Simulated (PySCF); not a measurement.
C₃H₅O, doublet (typed; the unrestricted solution is spin-contaminated), geometry from GFN2-xTB; MP2/6-31G* run with PySCF.

The PySCF input:
```python
from pyscf import gto, scf, mp

mol = gto.M(
    atom='''
C     0.861223   -1.135359    0.294930
C     0.097980   -0.117486    0.032667
C    -1.358386   -0.214953   -0.312973
O     0.526823    1.202057    0.036484
H     1.861822   -1.378088    0.555905
H    -1.680243   -1.250959   -0.312373
H    -1.939109    0.351342    0.412278
H    -1.525120    0.221738   -1.295531
H     1.463159    1.246301    0.260103
''',
    basis='6-31g*',
    charge=0,
    spin=1,
    verbose=4,
)

mf = scf.UHF(mol)
mf.kernel()

pt = mp.MP2(mf, frozen=4)
pt.kernel()
print('E(MP2) = %.10f' % pt.e_tot)
```

What the program printed (banner, timings and long lists left out):

```
PySCF version 2.14.0

[INPUT] verbose = 4
[INPUT] num. atoms = 9
[INPUT] num. electrons = 31
[INPUT] charge = 0
[INPUT] spin (= nelec alpha-beta = 2S) = 1
[INPUT] symmetry False subgroup None
[INPUT] Mole.unit = angstrom
[INPUT] Symbol           X                Y                Z      unit          X                Y                Z       unit  Magmom
[INPUT]  1 C      0.861223000000  -1.135359000000   0.294930000000 AA    1.627475602176  -2.145517563060   0.557336925918 Bohr   0.0
[INPUT]  2 C      0.097980000000  -0.117486000000   0.032667000000 AA    0.185155365685  -0.222016363471   0.061731683311 Bohr   0.0
[INPUT]  3 C     -1.358386000000  -0.214953000000  -0.312973000000 AA   -2.566977511443  -0.406202299654  -0.591433254384 Bohr   0.0
[INPUT]  4 O      0.526823000000   1.202057000000   0.036484000000 AA    0.995551186122   2.271558516116   0.068944767929 Bohr   0.0
[INPUT]  5 H      1.861822000000  -1.378088000000   0.555905000000 AA    3.518333672690  -2.604208895550   1.050508201276 Bohr   0.0
[INPUT]  6 H     -1.680243000000  -1.250959000000  -0.312373000000 AA   -3.175199092718  -2.363969903060  -0.590299418709 Bohr   0.0
[INPUT]  7 H     -1.939109000000   0.351342000000   0.412278000000 AA   -3.664384935679   0.663940156057   0.779092507183 Bohr   0.0
[INPUT]  8 H     -1.525120000000   0.221738000000  -1.295531000000 AA   -2.882059107097   0.419024091409  -2.448198775884 Bohr   0.0
[INPUT]  9 H      1.463159000000   1.246301000000   0.260103000000 AA    2.764969786692   2.355167558772   0.491523434178 Bohr   0.0

nuclear repulsion = 112.619952192876
number of shells = 34
number of NR pGTOs = 128
number of NR cGTOs = 66
basis = 6-31g*
ecp = {}

******** <class 'pyscf.scf.uhf.UHF'> ********
method = UHF
initial guess = minao
damping factor = 0
level_shift factor = 0
DIIS = <class 'pyscf.scf.diis.CDIIS'>
diis_start_cycle = 1
diis_space = 8
diis_damp = 0
SCF conv_tol = 1e-09
SCF conv_tol_grad = None
SCF max_cycles = 50
direct_scf = True
direct_scf_tol = 1e-13
number electrons alpha = 16  beta = 15
Set gradient conv threshold to 3.16228e-05
init E= -191.874739751981

cycle= 1 E= -191.197716867019  delta_E= 0.677  |g|= 0.355  |ddm|= 1.89
cycle= 2 E= -191.261638346296  delta_E= -0.0639  |g|= 0.17  |ddm|= 0.387
cycle= 3 E= -191.274756276723  delta_E= -0.0131  |g|= 0.0556  |ddm|= 0.152
cycle= 4 E= -191.277529314074  delta_E= -0.00277  |g|= 0.018  |ddm|= 0.086
cycle= 5 E= -191.278230005322  delta_E= -0.000701  |g|= 0.0136  |ddm|= 0.0361
cycle= 6 E= -191.278805429548  delta_E= -0.000575  |g|= 0.0115  |ddm|= 0.0322
cycle= 7 E= -191.279492971381  delta_E= -0.000688  |g|= 0.00973  |ddm|= 0.043
cycle= 8 E= -191.280618338256  delta_E= -0.00113  |g|= 0.00565  |ddm|= 0.0974
cycle= 9 E= -191.28096185614  delta_E= -0.000344  |g|= 0.00168  |ddm|= 0.0772
cycle= 10 E= -191.28096333826  delta_E= -1.48e-06  |g|= 0.000863  |ddm|= 0.00461
cycle= 11 E= -191.280967350874  delta_E= -4.01e-06  |g|= 0.00033  |ddm|= 0.00902
cycle= 12 E= -191.280967558531  delta_E= -2.08e-07  |g|= 0.000129  |ddm|= 0.00191
cycle= 13 E= -191.280967606287  delta_E= -4.78e-08  |g|= 5.79e-05  |ddm|= 0.00123
cycle= 14 E= -191.28096761789  delta_E= -1.16e-08  |g|= 2.56e-05  |ddm|= 0.000549
cycle= 15 E= -191.280967619719  delta_E= -1.83e-09  |g|= 7.48e-06  |ddm|= 0.000126
cycle= 16 E= -191.28096761982  delta_E= -1.01e-10  |g|= 3.51e-06  |ddm|= 2.14e-05
Extra cycle  E= -191.280967619832  delta_E= -1.27e-11  |g|= 2.12e-06  |ddm|= 4.61e-06
converged SCF energy = -191.280967619832  <S^2> = 0.90063399  2S+1 = 2.1453522

******** <class 'pyscf.mp.ump2.UMP2'> ********
nocc = (np.int64(12), np.int64(11)), nmo = (62, 62)
frozen orbitals 4
E(UMP2) = -191.801483123986  E_corr = -0.520515504153432
E(SCS-UMP2) = -191.789800961497  E_corr = -0.50883334166459
E_corr(same-spin) = -0.133598380753301
E_corr(oppo-spin) = -0.386917123400131
E(MP2) = -191.8014831240
```
